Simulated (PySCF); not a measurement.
# Optical rotation: `C1[C@H](C)C[Si@H](Cl)C1`, C₅H₁₁ClSi

Cartesian coordinates in Å; atom numbers follow the order of the lines, from 1:
```xyz
18

C     2.0754   -0.6787    0.3519
C     0.7355   -0.3070   -0.2706
C    -0.4323   -1.0470    0.3867
C    -1.7404   -0.5200   -0.2133
Si   -1.4313    1.3475   -0.4432
Cl   -2.3445    2.4791    0.9638
C     0.4449    1.1964   -0.1589
H     2.2654   -1.7446    0.2431
H     2.8851   -0.1347   -0.1296
H     2.0821   -0.4365    1.4130
H     0.7538   -0.5768   -1.3326
H    -0.4163   -0.8451    1.4604
H    -0.3384   -2.1256    0.2478
H    -2.5883   -0.7674    0.4231
H    -1.9170   -1.0000   -1.1760
H    -1.8146    1.8654   -1.7560
H     1.0555    1.7599   -0.8620
H     0.7166    1.5414    0.8407
```

Method used: TDDFT PBE0/def2-SVPD circular dichroism and optical rotation, one conformer, gas phase (PySCF 2.14.0). Geometry: GFN2-xTB.

States above about 8.0 eV (minus the energy of the highest occupied orbital) lie near or above the ionisation threshold and depend on the basis.

Stereocentres: C2 S, Si5 R.

Q: Give the optical rotatory dispersion at 633, 589.3, 546, 436, 405, 365, 355 nm.

A: [α] in deg dm⁻¹ (g/mL)⁻¹:
| λ (nm) | origin-invariant length gauge | modified velocity gauge | length gauge (centre of mass) | isotropic polarisability (au) |
| --- | --- | --- | --- | --- |
| 633 | -6.3 | -2.3 | -7.1 | 97.7 |
| 589.3 | -7.0 | -2.3 | -7.9 | 98.0 |
| 546 | -7.7 | -2.1 | -8.7 | 98.4 |
| 436 | -8.5 | +0.9 | -10.1 | 100.2 |
| 405 | -7.7 | +3.5 | -9.6 | 101.0 |
| 365 | -4.2 | +10.2 | -6.7 | 102.4 |
| 355 | -2.6 | +13.0 | -5.2 | 102.8 |

Where the gauges differ in sign the basis doesn't settle the rotation.

Q: And for the mirror image at 589.3 nm?

A: +7.0 deg dm⁻¹ (g/mL)⁻¹ (origin-invariant length gauge): the same size and the opposite sign.

Q: What is the molar rotation [Φ] = [α]·M/100 of the geometry above at 589.3 nm?

A: With M = 134.68 g/mol, -9.4 deg cm² dmol⁻¹ (origin-invariant length gauge).

The first excitation lies at 7.18 eV (173 nm) with R = -2.8 × 10⁻⁴⁰ esu² cm² (velocity form).
